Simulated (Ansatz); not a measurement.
Relaxation of [Ni(NH3)6]3+ (NiN6H18³⁺) with UKS PBE-D4/def2-SVP.

```sh
$ ansatz run in.yaml --threads 6 --pin off --events-out ev --progress --plain --max-ram 7833MiB
```

```yaml
crystal:
  periodic: [false, false, false]
  atoms:
    - {symbol: Ni, position_ang: [0.000450, 0.001260, 0.000550]}
    - {symbol: N, position_ang: [0.021680, 0.011300, 1.971990]}
    - {symbol: H, position_ang: [0.864530, 0.451960, 2.348440]}
    - {symbol: H, position_ang: [-0.013210, -0.916260, 2.400450]}
    - {symbol: H, position_ang: [-0.766990, 0.525890, 2.370550]}
    - {symbol: N, position_ang: [-0.014640, -0.007190, -1.970360]}
    - {symbol: H, position_ang: [0.737660, -0.575270, -2.367040]}
    - {symbol: H, position_ang: [0.088790, 0.916080, -2.397430]}
    - {symbol: H, position_ang: [-0.885520, -0.386230, -2.351320]}
    - {symbol: N, position_ang: [2.244490, -0.018540, 0.014820]}
    - {symbol: H, position_ang: [2.623920, -0.543480, 0.800450]}
    - {symbol: H, position_ang: [2.641060, 0.916760, 0.080420]}
    - {symbol: H, position_ang: [2.642690, -0.435580, -0.823960]}
    - {symbol: N, position_ang: [-2.245630, 0.010270, -0.020100]}
    - {symbol: H, position_ang: [-2.651350, 0.331660, 0.856040]}
    - {symbol: H, position_ang: [-2.634200, -0.915700, -0.188030]}
    - {symbol: H, position_ang: [-2.626220, 0.613320, -0.746780]}
    - {symbol: N, position_ang: [0.021760, 1.971050, 0.007090]}
    - {symbol: H, position_ang: [0.247900, 2.381870, 0.915810]}
    - {symbol: H, position_ang: [-0.884030, 2.368320, -0.254350]}
    - {symbol: H, position_ang: [0.702740, 2.366090, -0.645350]}
    - {symbol: N, position_ang: [-0.026760, -1.966500, -0.002980]}
    - {symbol: H, position_ang: [-0.265910, -2.378430, -0.907580]}
    - {symbol: H, position_ang: [-0.703100, -2.355320, 0.658320]}
    - {symbol: H, position_ang: [0.879880, -2.367320, 0.250340]}
basis:
  gaussian: {orbitals: def2-SVP}
total_charge: 3
magnetization: {spin_polarized: true, initial_magnetization: 1}
hamiltonian: {xc: pbe, dispersion: d4}
scf: {lower_state_search: "off"}
output: {orbitals: {seedname: orbitals}}
relax: {f_tol: 0.03, max_steps: 70}
```

It took 31 s on 6 threads of Intel Xeon on a shared host.

Positions (Å) and forces (eV/Å) at steps 1, 2, 3, 4, 5, 6, 7, 8, 9 of 9:

```xyz
25
step=1 energy=-50222.1498 eV
Ni    0.000    0.001    0.001    0.004    0.012    0.005
N     0.022    0.011    1.972   -0.015    0.022   -0.487
H     0.865    0.452    2.348    0.451    0.220    0.296
H    -0.013   -0.916    2.400   -0.022   -0.499    0.332
H    -0.767    0.526    2.371   -0.431    0.259    0.322
N    -0.015   -0.007   -1.970   -0.003   -0.021    0.464
H     0.738   -0.575   -2.367    0.406   -0.283   -0.317
H     0.089    0.916   -2.397    0.059    0.489   -0.327
H    -0.886   -0.386   -2.351   -0.446   -0.185   -0.290
N     2.244   -0.019    0.015   -1.176    0.009   -0.023
H     2.624   -0.543    0.800    0.457   -0.313    0.460
H     2.641    0.917    0.080    0.465    0.544    0.043
H     2.643   -0.436   -0.824    0.471   -0.251   -0.497
N    -2.246    0.010   -0.020    1.183   -0.004    0.020
H    -2.651    0.332    0.856   -0.480    0.196    0.527
H    -2.634   -0.916   -0.188   -0.459   -0.537   -0.101
H    -2.626    0.613   -0.747   -0.459    0.359   -0.431
N     0.022    1.971    0.007   -0.048   -0.483   -0.013
H     0.248    2.382    0.916    0.129    0.321    0.473
H    -0.884    2.368   -0.254   -0.473    0.310   -0.134
H     0.703    2.366   -0.645    0.380    0.315   -0.338
N    -0.027   -1.966   -0.003    0.045    0.465    0.031
H    -0.266   -2.378   -0.908   -0.136   -0.326   -0.483
H    -0.703   -2.355    0.658   -0.373   -0.310    0.338
H     0.880   -2.367    0.250    0.472   -0.312    0.126
25
step=2 energy=-50222.2983 eV
Ni    0.001    0.001    0.001    0.000    0.012    0.003
N     0.013    0.010    1.992    0.012    0.018   -0.015
H     0.859    0.455    2.384    0.131    0.058    0.096
H    -0.021   -0.925    2.428   -0.005   -0.139    0.104
H    -0.785    0.523    2.401   -0.120    0.069    0.098
N    -0.006   -0.006   -1.990   -0.016   -0.019    0.004
H     0.759   -0.569   -2.397    0.113   -0.075   -0.096
H     0.091    0.925   -2.425    0.014    0.136   -0.102
H    -0.878   -0.394   -2.386   -0.128   -0.050   -0.093
N     2.271   -0.024    0.004   -0.280    0.010    0.010
H     2.678   -0.561    0.784    0.178   -0.087    0.128
H     2.695    0.912    0.081    0.179    0.152    0.017
H     2.692   -0.432   -0.843    0.180   -0.071   -0.143
N    -2.272    0.018   -0.010    0.284   -0.013   -0.010
H    -2.700    0.339    0.870   -0.183    0.058    0.153
H    -2.689   -0.909   -0.179   -0.179   -0.151   -0.030
H    -2.679    0.625   -0.736   -0.180    0.100   -0.124
N     0.016    1.990    0.002   -0.008   -0.011   -0.007
H     0.236    2.414    0.918    0.037    0.102    0.133
H    -0.894    2.397   -0.269   -0.131    0.094   -0.038
H     0.707    2.396   -0.649    0.112    0.101   -0.086
N    -0.021   -1.987    0.002    0.007    0.004    0.012
H    -0.254   -2.412   -0.910   -0.037   -0.103   -0.135
H    -0.708   -2.387    0.661   -0.110   -0.100    0.087
H     0.890   -2.398    0.265    0.131   -0.095    0.035
25
step=3 energy=-50222.2259 eV rejected
Ni    0.001    0.001    0.001    0.002   -0.002    0.000
N     0.025    0.015    2.029   -0.001   -0.009   -0.077
H     0.879    0.455    2.427   -0.051   -0.031   -0.096
H    -0.011   -0.924    2.475   -0.001    0.057   -0.085
H    -0.771    0.532    2.453    0.037   -0.034   -0.088
N    -0.019   -0.011   -2.028    0.006    0.011    0.076
H     0.754   -0.565   -2.450   -0.039    0.036    0.089
H     0.064    0.925   -2.473   -0.005   -0.060    0.085
H    -0.891   -0.410   -2.428    0.051    0.028    0.096
N     2.406   -0.019    0.013   -0.092   -0.010   -0.009
H     2.841   -0.580    0.774   -0.126    0.043   -0.061
H     2.857    0.912    0.119   -0.127   -0.067   -0.009
H     2.850   -0.401   -0.846   -0.118    0.031    0.065
N    -2.408    0.013   -0.017    0.105    0.008    0.009
H    -2.857    0.342    0.860    0.114   -0.018   -0.051
H    -2.853   -0.912   -0.177    0.124    0.053    0.011
H    -2.844    0.614   -0.746    0.121   -0.034    0.047
N     0.022    2.028    0.001    0.004   -0.063   -0.005
H     0.219    2.461    0.926   -0.021   -0.089   -0.072
H    -0.882    2.448   -0.296    0.058   -0.093    0.021
H     0.737    2.442   -0.631   -0.051   -0.097    0.048
N    -0.026   -2.025    0.002   -0.006    0.062    0.001
H    -0.237   -2.458   -0.920    0.022    0.088    0.073
H    -0.736   -2.434    0.643    0.051    0.095   -0.048
H     0.879   -2.448    0.289   -0.058    0.093   -0.021
25
step=4 energy=-50222.3135 eV
Ni    0.001    0.001    0.001    0.000    0.003    0.001
N     0.021    0.012    2.008    0.001    0.005   -0.066
H     0.874    0.452    2.401    0.011    0.003    0.002
H    -0.016   -0.925    2.449   -0.003   -0.014    0.007
H    -0.775    0.529    2.425   -0.013    0.003    0.006
N    -0.015   -0.009   -2.007   -0.001   -0.003    0.063
H     0.755   -0.565   -2.422    0.012   -0.004   -0.005
H     0.072    0.926   -2.446    0.002    0.013   -0.005
H    -0.888   -0.405   -2.402   -0.009   -0.003   -0.002
N     2.312   -0.021    0.009   -0.245    0.000   -0.006
H     2.734   -0.576    0.776    0.019   -0.003    0.003
H     2.749    0.913    0.109    0.020    0.004    0.002
H     2.748   -0.409   -0.847    0.020   -0.001   -0.003
N    -2.313    0.016   -0.013    0.253   -0.001    0.005
H    -2.753    0.344    0.865   -0.023    0.006    0.012
H    -2.744   -0.912   -0.174   -0.021   -0.011   -0.002
H    -2.736    0.616   -0.743   -0.021    0.009   -0.008
N     0.020    2.007    0.001   -0.004   -0.055   -0.008
H     0.220    2.436    0.923   -0.002    0.004    0.005
H    -0.885    2.419   -0.293   -0.002    0.002    0.000
H     0.730    2.415   -0.634    0.005    0.000   -0.001
N    -0.024   -2.004    0.002    0.004    0.053    0.007
H    -0.238   -2.433   -0.917    0.002   -0.005   -0.006
H    -0.729   -2.408    0.647   -0.005   -0.001    0.001
H     0.883   -2.420    0.285    0.004   -0.003   -0.001
25
step=5 energy=-50222.3203 eV
Ni    0.001    0.001    0.000   -0.001    0.002    0.001
N     0.021    0.012    2.007    0.001    0.002   -0.029
H     0.874    0.452    2.400    0.001    0.001    0.000
H    -0.016   -0.926    2.448   -0.002   -0.004    0.001
H    -0.775    0.529    2.425   -0.002    0.000    0.003
N    -0.015   -0.009   -2.006    0.000   -0.001    0.027
H     0.756   -0.563   -2.422    0.002    0.000   -0.003
H     0.069    0.926   -2.446    0.001    0.004   -0.001
H    -0.887   -0.407   -2.402    0.000   -0.001    0.000
N     2.292   -0.021    0.009   -0.162   -0.001   -0.007
H     2.716   -0.577    0.773    0.013   -0.003    0.003
H     2.732    0.911    0.110    0.013    0.003    0.002
H     2.729   -0.407   -0.848    0.014    0.000   -0.002
N    -2.292    0.016   -0.011    0.164    0.002    0.006
H    -2.735    0.345    0.866   -0.015    0.002    0.003
H    -2.728   -0.910   -0.173   -0.013   -0.004   -0.001
H    -2.718    0.618   -0.740   -0.013    0.003   -0.003
N     0.019    2.006    0.000   -0.003   -0.025   -0.005
H     0.214    2.436    0.923   -0.003    0.001    0.002
H    -0.884    2.419   -0.299    0.001    0.003    0.000
H     0.733    2.415   -0.631    0.002   -0.001   -0.001
N    -0.023   -2.003    0.003    0.003    0.023    0.004
H    -0.233   -2.433   -0.918    0.003   -0.002   -0.002
H    -0.731   -2.408    0.644   -0.001    0.000    0.001
H     0.882   -2.420    0.289   -0.001   -0.003    0.000
25
step=6 energy=-50222.3123 eV rejected
Ni    0.000    0.001    0.001   -0.002    0.006   -0.003
N     0.020    0.012    2.022    0.010    0.010    0.087
H     0.873    0.451    2.418    0.012   -0.005   -0.013
H    -0.018   -0.926    2.462    0.001   -0.005   -0.015
H    -0.773    0.530    2.444   -0.015    0.001   -0.018
N    -0.017   -0.009   -2.020   -0.007   -0.018   -0.087
H     0.756   -0.557   -2.441    0.015    0.000    0.016
H     0.061    0.928   -2.460    0.000    0.007    0.016
H    -0.885   -0.413   -2.418   -0.011    0.004    0.013
N     2.235   -0.025    0.004    0.377    0.013    0.011
H     2.664   -0.586    0.765   -0.010    0.021   -0.030
H     2.680    0.906    0.113   -0.006   -0.043   -0.005
H     2.679   -0.404   -0.853   -0.011    0.014    0.030
N    -2.234    0.022   -0.007   -0.374   -0.017   -0.007
H    -2.683    0.350    0.869    0.010   -0.012   -0.032
H    -2.674   -0.904   -0.168    0.002    0.042    0.008
H    -2.665    0.622   -0.736    0.008   -0.022    0.026
N     0.014    2.022   -0.003    0.016    0.085    0.001
H     0.193    2.452    0.924    0.004   -0.011    0.000
H    -0.881    2.440   -0.317   -0.019   -0.020   -0.001
H     0.738    2.432   -0.622    0.012   -0.014    0.004
N    -0.018   -2.021    0.004   -0.013   -0.086    0.001
H    -0.213   -2.450   -0.920   -0.004    0.012    0.000
H    -0.734   -2.429    0.635   -0.011    0.014   -0.002
H     0.881   -2.443    0.304    0.017    0.022    0.001
25
step=7 energy=-50222.3232 eV
Ni    0.000    0.001    0.000    0.000    0.000    0.000
N     0.020    0.012    2.010    0.002    0.001   -0.031
H     0.874    0.450    2.405   -0.001   -0.001   -0.002
H    -0.018   -0.927    2.450   -0.001    0.002   -0.002
H    -0.775    0.529    2.429    0.001   -0.002   -0.002
N    -0.015   -0.009   -2.009   -0.002   -0.001    0.031
H     0.758   -0.559   -2.427   -0.001    0.002    0.003
H     0.065    0.927   -2.448    0.000   -0.002    0.002
H    -0.886   -0.410   -2.406    0.002    0.001    0.002
N     2.276   -0.022    0.006   -0.075   -0.001    0.000
H     2.702   -0.583    0.766    0.003    0.001   -0.002
H     2.720    0.909    0.114    0.002   -0.001    0.001
H     2.716   -0.402   -0.852    0.002    0.001    0.001
N    -2.277    0.018   -0.008    0.076    0.002    0.000
H    -2.721    0.347    0.868   -0.003    0.000    0.000
H    -2.716   -0.907   -0.169   -0.002    0.000    0.000
H    -2.704    0.618   -0.737   -0.004   -0.001    0.000
N     0.018    2.010   -0.002   -0.001   -0.030   -0.003
H     0.203    2.440    0.923   -0.002   -0.003   -0.003
H    -0.882    2.424   -0.310    0.004   -0.002    0.002
H     0.739    2.418   -0.626   -0.001   -0.004    0.003
N    -0.022   -2.008    0.004    0.002    0.029    0.002
H    -0.224   -2.438   -0.918    0.002    0.002    0.003
H    -0.734   -2.413    0.640    0.001    0.004   -0.003
H     0.882   -2.425    0.298   -0.003    0.003   -0.002
25
step=8 energy=-50222.3234 eV
Ni    0.000    0.001    0.001   -0.001    0.001   -0.001
N     0.021    0.012    2.009    0.000    0.000    0.051
H     0.875    0.450    2.405   -0.007   -0.007   -0.008
H    -0.019   -0.927    2.449    0.003    0.011   -0.007
H    -0.774    0.530    2.429    0.006   -0.004   -0.007
N    -0.018   -0.009   -2.008    0.004    0.000   -0.050
H     0.758   -0.557   -2.427   -0.006    0.006    0.007
H     0.059    0.927   -2.447   -0.002   -0.011    0.007
H    -0.887   -0.414   -2.406    0.006    0.005    0.007
N     2.263   -0.023    0.006    0.102    0.008   -0.003
H     2.692   -0.589    0.762   -0.009    0.007   -0.011
H     2.708    0.906    0.120   -0.008   -0.017   -0.002
H     2.706   -0.397   -0.854   -0.009    0.006    0.015
N    -2.262    0.020   -0.007   -0.103   -0.009    0.003
H    -2.708    0.350    0.869    0.007   -0.006   -0.017
H    -2.703   -0.905   -0.167    0.006    0.020    0.004
H    -2.692    0.620   -0.736    0.007   -0.009    0.011
N     0.016    2.009   -0.003    0.008    0.046    0.000
H     0.192    2.440    0.924    0.001   -0.006   -0.009
H    -0.881    2.424   -0.319    0.003   -0.008    0.000
H     0.742    2.417   -0.621   -0.004   -0.004    0.009
N    -0.020   -2.008    0.004   -0.006   -0.046   -0.002
H    -0.215   -2.438   -0.920    0.001    0.005    0.009
H    -0.737   -2.413    0.635    0.005    0.005   -0.007
H     0.880   -2.426    0.305   -0.003    0.009    0.000
25
step=9 energy=-50222.3239 eV
Ni    0.000    0.001    0.000    0.001    0.000    0.000
N     0.021    0.012    2.009    0.001    0.000   -0.007
H     0.876    0.449    2.403   -0.001   -0.001   -0.001
H    -0.019   -0.926    2.449   -0.001    0.001   -0.001
H    -0.773    0.531    2.429    0.000   -0.001   -0.001
N    -0.017   -0.009   -2.008   -0.001    0.000    0.007
H     0.758   -0.558   -2.426    0.000    0.001    0.001
H     0.061    0.927   -2.447    0.000    0.000    0.001
H    -0.886   -0.413   -2.405    0.001    0.000    0.001
N     2.270   -0.021    0.006   -0.019   -0.002    0.000
H     2.697   -0.588    0.762    0.001   -0.001    0.000
H     2.715    0.908    0.120    0.000    0.001    0.001
H     2.711   -0.396   -0.854    0.000    0.000   -0.001
N    -2.270    0.018   -0.008    0.020    0.002    0.000
H    -2.715    0.349    0.868    0.000    0.001    0.001
H    -2.711   -0.907   -0.167    0.000   -0.001    0.000
H    -2.699    0.617   -0.737   -0.001    0.000    0.000
N     0.018    2.009   -0.003   -0.002   -0.008   -0.001
H     0.196    2.439    0.924   -0.001   -0.001   -0.001
H    -0.879    2.423   -0.318    0.001    0.000    0.000
H     0.744    2.416   -0.621    0.000   -0.002    0.001
N    -0.021   -2.007    0.004    0.001    0.007    0.001
H    -0.218   -2.437   -0.919    0.001    0.001    0.000
H    -0.738   -2.412    0.636    0.000    0.001   -0.001
H     0.880   -2.424    0.303   -0.001    0.001    0.000
```
